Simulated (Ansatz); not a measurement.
```yaml
crystal:
  periodic: [false, false, false]
  atoms:
    - {symbol: B, position_ang: [-1.485983, 0.688115, -1.467082]}
    - {symbol: Ga, position_ang: [0.336149, 0.689735, -0.510026]}
    - {symbol: Si, position_ang: [0.857484, -0.859011, 1.280882]}
    - {symbol: H, position_ang: [-1.697656, 0.002076, -2.426766]}
    - {symbol: H, position_ang: [-2.412773, 1.334946, -1.068201]}
    - {symbol: H, position_ang: [1.502505, 1.685860, -0.873936]}
    - {symbol: H, position_ang: [2.037135, -1.692396, 0.909265]}
    - {symbol: H, position_ang: [-0.259027, -1.785322, 1.617452]}
    - {symbol: H, position_ang: [1.210767, -0.110204, 2.521210]}
basis:
  gaussian: {orbitals: def2-mTZVP}
hamiltonian: {xc: {name: PBEsol}, dispersion: d3bjatm}
accuracy: high
output: {forces: true}
```

```sh
$ ansatz run in.yaml --threads 2 --pin off --events-out ev --progress --plain --max-ram 4352MiB
```

Shortened log:

```
Functional definition: PBEsol
1927 factors; integrals over basis functions are off by at most 6.8e-9 eV
mean field evaluation 1: about -60952.4266 eV, gradient 4.5e1 eV
mean field evaluation 2: about -60949.6653 eV, gradient 6.8e1 eV
mean field evaluation 4: about -60956.2034 eV, gradient 1.9e0 eV
mean field evaluation 8: about -60956.2026 eV, gradient 1.7e-1 eV
mean field evaluation 16: about -60956.2028 eV, gradient 2.3e-5 eV
mean field -60956.20275534 eV, -2240.0991336604 hartree, gradient 2.5e-8 eV, S^2 0.000000; 0 other end points of the search recorded, 0 dependent functions left out
reference -60956.20276001 eV, -2240.0991338323 hartree; 28, 28 occupied and 67, 67 virtual orbitals, 1927 factors
Total energy: -60956.27174242 eV, -2240.1016688888 hartree
Atom 0 at    -1.485983     0.688115    -1.467082 Å, force     0.394466     0.005830     0.201978 eV/Å
Atom 1 at     0.336149     0.689735    -0.510026 Å, force    -0.280952    -0.090072    -0.060166 eV/Å
Atom 2 at     0.857484    -0.859011     1.280882 Å, force    -0.090477     0.196730    -0.239152 eV/Å
Atom 3 at    -1.697656     0.002076    -2.426766 Å, force    -0.034926    -0.139049    -0.185443 eV/Å
Atom 4 at    -2.412773     1.334946    -1.068201 Å, force    -0.177424     0.126870     0.085642 eV/Å
Atom 5 at     1.502505     1.685860    -0.873936 Å, force     0.102644     0.054999     0.000156 eV/Å
Atom 6 at     2.037135    -1.692396     0.909265 Å, force     0.191751    -0.130024    -0.056101 eV/Å
Atom 7 at    -0.259027    -1.785322     1.617452 Å, force    -0.167112    -0.143994     0.055395 eV/Å
Atom 8 at     1.210767    -0.110204     2.521210 Å, force     0.062029     0.118710     0.197691 eV/Å
Dipole moment:    -0.055272     0.035215    -0.063202 e Å
```

Run time 6 s (2 threads of an Arm Neoverse V1 on a shared host); peak host memory 0.24 GiB.
